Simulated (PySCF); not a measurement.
Te(Cl)2 anion (Cl2Te), SMILES Cl[Te]Cl (connectivity only; charge and spin as stated), charge -1, multiplicity 2. Atoms are numbered in the order given.

```xyz
3

Te     0.0000     0.0000     0.0000
Cl     0.0000     0.0000    -2.6239
Cl     0.0000     0.0000     2.6239
```
Charge -1, spin multiplicity 2.

Coordinates come from a PBE-D3(BJ)/def2-SVPD optimisation. The multiplicity is an assumed one; other spin states were not compared. The isomer is the one that the SMILES or the coordinates give; other isomers of the formula were not compared. The def2 effective core potentials stand for the cores of Te; spin–orbit coupling is left out.

Calculation: M06-2X/def2-TZVPD in PySCF.

Mulliken values depend strongly on the basis, most of all with diffuse functions as here. ESP charges are fitted to the potential on shells at 1.4 to 2.0 van der Waals radii. Atomic charges (e):

```
atom  ESP fit  Mulliken  Mulliken spin
----  -------  --------  -------------
Te1      0.06      0.23           0.99
Cl2     -0.53     -0.62           0.01
Cl3     -0.53     -0.62           0.01
```
